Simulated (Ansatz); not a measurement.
Relaxation of a periodic cell of 26 atoms, H$_{17}$ClO$_{8}$ (contents 8 H2O + 1 HCl, density as packed 1.03 g/cm³ with natural masses), to a largest force component of 0.3 eV/Å in at most 15 steps.

All numbers below come from Ansatz 0.2.0, DFT PBE-D3(BJ), scalar-relativistic, plane waves, PAW. Settings: accuracy low, cutoff 420 eV, k mesh 1x1x1, fermi-dirac smearing 0.05 eV, no spin polarisation.

```xyz
26
Lattice="6.6267 0.0000 0.0000 0.0000 6.6267 0.0000 0.0000 0.0000 6.6267" Properties=species:S:1:pos:R:3
O 1.246 6.219 1.763
H 1.476 7.126 2.014
H 1.167 6.256 0.798
O 6.279 3.460 3.103
H 6.587 2.854 2.413
H 6.228 4.318 2.657
O 2.400 5.172 4.556
H 1.502 4.994 4.239
H 2.960 4.997 3.786
O 4.401 4.626 1.873
H 3.468 4.371 1.828
H 4.632 4.832 0.955
O 5.407 1.570 6.445
H 5.481 2.345 5.869
H 5.408 0.821 5.830
O 2.468 2.652 4.061
H 3.085 3.366 3.843
H 1.657 2.891 3.588
O 3.742 0.733 4.606
H 4.411 1.063 3.988
H 4.031 -0.169 4.805
O 6.564 4.109 5.552
H 6.445 3.856 6.479
H 5.998 4.887 5.447
Cl 2.903 2.443 0.603
H 3.042 1.180 0.763
```

Where does it end, and by what steps?

It converged. The threshold is loose, so the end isn't yet a minimum. The force dipped under the threshold on the way, but the program's further checks kept it going. Limits of this set-up: coarse k mesh, low accuracy level. After 14 steps the energy has fallen by 4.928 eV; H9 moved furthest, 1.35 Å.

| step | energy less start (eV) | largest force component (eV/Å) | accepted |
| --- | --- | --- | --- |
| 0 | 0.0000 | 1.227 | yes |
| 1 | -0.9325 | 1.015 | yes |
| 2 | -1.6242 | 2.168 | yes |
| 3 | -2.2676 | 1.639 | yes |
| 4 | -2.8166 | 1.864 | yes |
| 5 | -3.3676 | 1.747 | yes |
| 6 | -3.8019 | 1.966 | yes |
| 7 | -4.0976 | 1.347 | yes |
| 8 | -4.3176 | 0.986 | yes |
| 9 | -4.4816 | 0.733 | yes |
| 10 | -4.6124 | 0.796 | yes |
| 11 | -4.7282 | 0.669 | yes |
| 12 | -4.8334 | 0.542 | yes |
| 13 | -4.9281 | 0.299 | yes |
| 14 | -4.9281 | 0.300 | yes |

```xyz
26
Lattice="6.6267 0.0000 0.0000 0.0000 6.6267 0.0000 0.0000 0.0000 6.6267" Properties=species:S:1:pos:R:3
O 1.784 6.667 1.624
H 1.980 7.442 2.214
H 1.014 6.977 1.094
O 6.451 3.122 2.280
H 6.127 2.447 1.643
H 5.717 3.789 2.333
O 2.162 5.303 4.300
H 1.359 5.033 4.813
H 1.833 5.662 3.449
O 4.331 4.889 2.333
H 3.613 4.346 2.734
H 3.910 5.221 1.517
O 6.168 1.337 6.760
H 6.367 2.120 6.208
H 5.487 0.841 6.243
O 2.289 2.319 3.052
H 2.429 2.400 4.012
H 1.407 2.746 2.898
O 4.559 -0.219 5.085
H 4.845 0.048 4.187
H 3.644 -0.589 4.923
O 6.598 4.441 5.766
H 6.784 4.599 6.709
H 5.828 5.020 5.553
Cl 3.155 3.005 -0.351
H 3.147 2.005 0.487
```

Whether the end is a true minimum wasn't checked by a vibrational analysis.

Run time: 26 s on 1 thread of Arm Neoverse V2, on a shared host, peak memory 0.42 GiB.
